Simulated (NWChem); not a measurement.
System: C2H7GaO; SMILES CC[O][GaH2]

```xyz
11

Ga    -0.0676    -1.0482     0.0003
H      0.8065    -2.3372    -0.0071
H     -1.6266    -0.9264     0.0086
O      0.9483     0.4159    -0.0015
C      0.6687     1.7840     0.0033
C     -0.8011     2.1544     0.0003
H      1.1545     2.2369     0.8893
H      1.1598     2.2435    -0.8762
H     -1.3202     1.7590     0.8885
H     -0.9199     3.2492     0.0023
H     -1.3152     1.7628    -0.8925
```
Atoms are numbered in this order, from 1.

Level: PBE0/def2-SVP (NWChem), optimised geometry, unscaled harmonic frequencies. 

| frequency (cm⁻¹) | IR intensity (km/mol) |
|---|---|
| 45 | 5.0 |
| 152 | 2.9 |
| 188 | 2.8 |
| 310 | 1.0 |
| 417 | 1.3 |
| 550 | 62.3 |
| 601 | 67.0 |
| 607 | 101.5 |
| 736 | 155.7 |
| 796 | 0.8 |
| 925 | 13.6 |
| 1106 | 9.8 |
| 1165 | 2.0 |
| 1219 | 241.6 |
| 1307 | 0.0 |
| 1374 | 9.9 |
| 1413 | 50.6 |
| 1456 | 7.9 |
| 1465 | 0.2 |
| 1493 | 0.4 |
| 1999 | 130.6 |
| 2029 | 143.8 |
| 3013 | 86.4 |
| 3048 | 11.1 |
| 3051 | 32.8 |
| 3142 | 23.4 |
| 3149 | 25.0 |

```
Item                                                                                Value
-----------------------------------------------------------------------  ----------------
zero-point energy                                                           52.5 kcal/mol
thermal correction to the enthalpy at 298.15 K (with zero-point energy)     57.1 kcal/mol
heat capacity Cv                                                         21.2 cal/(mol K)
entropy at 298.15 K and 1 atm (symmetry number 1)                        80.6 cal/(mol K)
dipole moment                                                                      1.21 D
```

Rigid rotor and harmonic oscillator; modes under 100 cm⁻¹ make the entropy uncertain.
